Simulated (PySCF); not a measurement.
Where the electron goes

Compound: C6H5Cl.
SMILES with atom numbers: `[CH2:1]=[C:2]1[CH:3]=[CH:4]/[C:5]1=[CH:6]\[Cl:7]` (hydrogens: H8, H9 on C1; H10 on C3; H11 on C4; H12 on C6)

The calculation used PySCF 2.14.0, density-fitted response routines, TDDFT PBE0/def2-SVPD, vertical, gas phase, core orbitals frozen in the response. Isolated species at its GFN2-xTB geometry, gas phase.

Frontier orbitals with the atoms that hold most of them (Löwdin shares over 4%, at most four atoms; ? is withheld):

| orbital | ε (eV) | atoms |
| --- | --- | --- |
| LUMO+2 | 0.71 | Cl7 50%, C6 15%, C1 8%, H12 6% |
| LUMO+1 | -0.56 | C1 20%, C2 18%, C6 15%, C5 14% |
| LUMO | -1.30 | ? |
| HOMO | -6.84 | C6 22%, C3 18%, C5 18%, Cl7 18% |
| HOMO-1 | -7.31 | ? |
| HOMO-2 | -8.92 | Cl7 76%, C6 11% |
| HOMO-3 | -9.95 | C2 19%, C5 18%, C1 15%, Cl7 10% |

(1) Which atoms hold the LUMO, and with what shares?

(2) Which atoms hold the HOMO-1, and with what shares?

(3) The HOMO–LUMO gap is 5.54 eV. Where does the response calculation put the lowest singlet, and from which orbitals?

(4) One configuration dominates each of S5 and S6. Which, and how do the shares of the two leading atoms of either orbital change from the occupied to the empty one?

## Answers

(1) C3 (bonded to 2 C and H) 29%; C4 (bonded to 2 C and H) 26%; C6 (bonded to C, Cl and H) 11%; C5 (bonded to 3 C) 8%.

(2) C1 (bonded to C and 2 H) 32%; C2 (bonded to 3 C) 26%; C4 (bonded to 2 C and H) 11%; C5 (bonded to 3 C) 9%.

(3) S1 is at 4.66 eV (f = 0.052), 0.88 eV below the gap, made of HOMO→LUMO (68%), HOMO→LUMO+1 (22%), HOMO-1→LUMO (9%). 

(4) 
- S5 (6.37 eV, f 0.529), HOMO-1→LUMO+1 (73%): C1 32% → 20%, C2 26% → 18%
- S6 (6.38 eV, f 0.0000), HOMO-2→LUMO (90%): Cl7 76% → at most 8%, C6 11% → 11%, C3 at most 4% → 29%, C4 at most 4% → 26%

Löwdin shares depend on the basis, the more so with diffuse functions.
